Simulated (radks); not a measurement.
Ionisation of neutral silver, [Kr] 4d10 5s1, to [Kr] 4d10 as the strength of local exchange is varied. All-electron calculation, Dirac Kohn-Sham, Slater X-alpha exchange (alpha = 2/3 is LDA exchange), no correlation, spin-unpolarised, spherical densities, point nucleus. Program: a radial shooting solver on a logarithmic mesh with Libxc functionals.

alpha = 0.667: E(Ag) (hartree) -5307.94994; exchange (hartree) -140.00103; IE (eV) 7.108; -e of the level emptied (eV) 3.774 (5s1/2); <r> of it (bohr) 3.201
alpha = 0.695: E(Ag) (hartree) -5313.83040; exchange (hartree) -146.04475; IE (eV) 7.272; -e of the level emptied (eV) 3.921 (5s1/2); <r> of it (bohr) 3.173
alpha = 0.754: E(Ag) (hartree) -5326.24334; exchange (hartree) -158.82339; IE (eV) 7.622; -e of the level emptied (eV) 4.239 (5s1/2); <r> of it (bohr) 3.116
alpha = 0.825: E(Ag) (hartree) -5341.22040; exchange (hartree) -174.27944; IE (eV) 8.052; -e of the level emptied (eV) 4.635 (5s1/2); <r> of it (bohr) 3.051
alpha = 0.912: E(Ag) (hartree) -5359.63126; exchange (hartree) -193.33498; IE (eV) 8.592; -e of the level emptied (eV) 5.139 (5s1/2); <r> of it (bohr) 2.975
alpha = 0.954: E(Ag) (hartree) -5368.54236; exchange (hartree) -202.57999; IE (eV) 8.858; -e of the level emptied (eV) 5.389 (5s1/2); <r> of it (bohr) 2.940
alpha = 1.044: E(Ag) (hartree) -5387.68815; exchange (hartree) -222.49092; IE (eV) 9.439; -e of the level emptied (eV) 5.940 (5s1/2); <r> of it (bohr) 2.869

NIST Atomic Spectra Database: 7.576 eV (measured). The Delta-SCF value meets it near alpha = 0.75. Spin polarisation and multiplet splitting are left out, so open shells lie too high by an amount that depends on their filling.

Beside tabulated values, note that spin-unpolarised runs miss the spin-polarisation part of the exchange energy of open shells.
